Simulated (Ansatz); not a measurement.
Species: AlSiOH₅, charge 0, singlet. AlSiOH5 (SMILES [SiH3][O][AlH2]).
B3LYP-D3(BJ)/def2-TZVP minimum from Ansatz (a quantum-chemistry and plane-wave program):
```xyz
8

Al    -0.2994     0.3312     1.6875
H     -1.7667     0.7499     2.0720
H      0.8770     0.1958     2.7230
O      0.0352     0.0081     0.0677
Si     0.2524    -0.2960    -1.5167
H      1.0056     0.8161    -2.1441
H     -1.0550    -0.4341    -2.2031
H      1.0161    -1.5544    -1.6929
```

Atomisation energy term by term, kcal/mol (programs: Ansatz). UHF or UKS for unpaired electrons; spin-orbit terms are left out. Cores are frozen in correlated methods. Rows without X2C or -DK are non-relativistic. CBS(X,Y): correlation extrapolated as X^-3, Hartree-Fock from the larger set. A bracket is a step between two methods taken in the basis named. 'core' is core correlation in cc-pwCVTZ (1s frozen past Ne), 'X2C' scalar relativity in cc-pVTZ-DK, both at CCSD(T). Where a partner has so few electrons that a lower coupled-cluster level is exact, that level stands in.

```tsv
term	basis	kcal/mol
Hartree-Fock	cc-pV(Q+d)Z	461.99
CCSD correlation	CBS(cc-pV(T+d)Z,cc-pV(Q+d)Z)	137.46
(T)	CBS(cc-pV(T+d)Z,cc-pV(Q+d)Z)	5.87
CCSDT(Q) - CCSD(T)	cc-pV(D+d)Z	0.35
core correlation	cc-pwCVTZ	-0.62
scalar relativity	X2C, cc-pVTZ-DK	-1.53
sum: De		603.5
```
